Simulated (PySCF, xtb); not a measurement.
C2H8ClNSi2, SMILES C[Si@H](Cl)/C=N/[SiH3]. The values are those of a single conformer.

Harmonic wavenumbers (cm⁻¹) from GFN2-xTB (xtb 6.7.1) at its own minimum, in rising order: 20, 69, 80, 97, 146, 160, 179, 212, 297, 478, 531, 577, 613, 624, 698, 751, 773, 785, 794, 807, 834, 835, 846, 1317, 1369, 1466, 1467, 1730, 2203, 2226, 2279, 2283, 2760, 3030, 3038, 3056.

### Question
What does ωB97X-D3(BJ)/def2-SVP (PySCF) give at its own minimum? (An estimate is asked for; the answer gives what the named calculation found.)

### Answer
33, 80, 110, 143, 152, 184, 218, 250, 304, 541, 654, 672, 705, 738, 748, 775, 809, 851, 907, 948, 960, 962, 968, 1283, 1352, 1433, 1439, 1761, 2222, 2272, 2278, 2280, 2966, 3075, 3183, 3188. Paired by order, the mean absolute difference is 62 cm⁻¹ and the zero-point energies are 56.4 and 59.2 kcal/mol.
